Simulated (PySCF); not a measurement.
Compound: C6H11FNP.
Bonds: C1–N2, N2–P3, P3–C4, C4–C5, C5–C6, C6–C7, C6–C8 (double), C8–F9, P3–C8. Hydrogens: H10, H11, H12 on C1; H13 on N2; H14, H15 on C4; H16, H17 on C5; H18, H19, H20 on C7.

Computed with PBE0-D3(BJ)/def2-SVP geometry optimisation, gas phase (PySCF).

**Question.** Give the optimised bond lengths and angles.

**Answer.** 
```csv
bond,length (Å),order
C1–N2,1.444,single
N2–P3,1.712,single
P3–C4,1.863,single
C4–C5,1.535,single
C5–C6,1.503,single
C6–C7,1.490,single
C6=C8,1.343,double
C8–F9,1.338,single
P3–C8,1.841,single
"C1–H10, C1–H11, C1–H12",1.104,single
N2–H13,1.017,single
"C4–H14, C4–H15",1.101,single
"C5–H16, C5–H17",1.105,single
"C7–H18, C7–H19, C7–H20",1.101,single
```

Bonds in one row agree within 0.01 Å and their mean is given. Orders are formal, as drawn. A selection of angles:
```csv
angle,degrees
N2–C1–H10,109.1
N2–C1–H11,114.2
N2–C1–H12,110.8
H10–C1–H11,107.3
C1–N2–P3,120.5
C1–N2–H13,113.9
P3–N2–H13,117.2
N2–P3–C4,102.7
N2–P3–C8,102.9
C4–P3–C8,87.0
P3–C4–C5,110.1
P3–C4–H14,106.1
P3–C4–H15,109.0
C5–C4–H14,110.0
C5–C4–H15,113.9
H14–C4–H15,107.3
C4–C5–C6,108.3
C4–C5–H16,111.9
C6–C5–H16,109.5
C6–C5–H17,110.8
H16–C5–H17,105.4
C5–C6–C7,121.5
C5–C6–C8,113.6
C7–C6–C8,124.9
C6–C7–H18,110.9
H18–C7–H19,108.5
H18–C7–H20,106.6
C6–C8–F9,122.7
P3–C8–C6,117.0
P3–C8–F9,120.2
```

Torsions: C1–N2–P3–C4 -157° (antiperiplanar); N2–P3–C4–C5 -85° (synclinal); P3–C4–C5–C6 -21° (synperiplanar); C4–C5–C6–C7 -169° (antiperiplanar); C5–C6–C8–F9 178° (antiperiplanar); N2–P3–C8–C6 91° (anticlinal). The mirror-image conformer, all signs reversed, is as good.

P3 (three-coordinate phosphorus) is pyramidal (angles 102.9°, 102.7° and 87.0°, sum 292.6°, 0.88 Å off the plane of its three neighbours). N2 (nitrogen bonded to C, P and H) has angles 120.5°, 117.2° and 113.9°, sum 351.5°, 0.23 Å off the plane of its three neighbours. The C–P distances run from 1.841 Å (P3–C8, drawn single) to 1.863 Å (P3–C4, drawn single), a spread of 0.022 Å. The C–C distances run from 1.343 Å (C6=C8, drawn double) to 1.535 Å (C4–C5, drawn single), a spread of 0.192 Å. The 5-membered ring P3–C4–C5–C6–C8 has internal angles of 87.0° to 117.0°; it is puckered, 0.10 Å rms from its mean plane, widest ring torsion 21°. Of the pairs four or more bonds apart, F9···H19 is among the closest relative to their van der Waals radii: 2.52 Å, 94 % of the sum of Bondi's values.

Point group: C1 (no symmetry element, even within 0.4 Å). Whether it is a minimum is left open (no frequencies). One conformer, not necessarily the lowest.
